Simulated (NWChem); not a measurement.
C3H2F3, doublet; SMILES FC(F)(C=[CH])F

```xyz
8

C      0.1101     2.1476     0.0000
C     -0.5983     1.0350     0.0000
C      0.0053    -0.3492     0.0000
F      1.3508    -0.3293     0.0000
F     -0.4035    -1.0443    -1.0897
F     -0.4035    -1.0443     1.0897
H     -0.0559     3.2315     0.0000
H     -1.7089     1.0379     0.0000
```
Atoms are numbered in this order, from 1.

Computed with NWChem. Pople sets run with spherical d functions. Spin-unrestricted. Spin-contaminated determinants: UHF/6-31G* (<S²> = 1.00). In the optimisation the excess spin sits in a' (Cs, its own frame). Structure relaxed at the PBE-D3(BJ)/def2-SVP, spin-unrestricted level. No stability test was run on the SCF state. Atomic charges in e: unrestrained fits to the electrostatic potential beside Mulliken populations; buried atoms are poorly determined by the fit.

For level B3LYP/def2-SVP:

- Mulliken C1 = -0.03
- Mulliken C2 = -0.12
- Mulliken C3 = 0.55
- Mulliken F4 = -0.16
- Mulliken F5 = -0.18

Task: What are these values for level UHF/6-31G*?

Result: The Mulliken C1 comes out as -0.15 and the Mulliken C2 is -0.36. The Mulliken C3 comes out as 1.31 and the Mulliken F4 is -0.42. The Mulliken F5 comes out as -0.43.
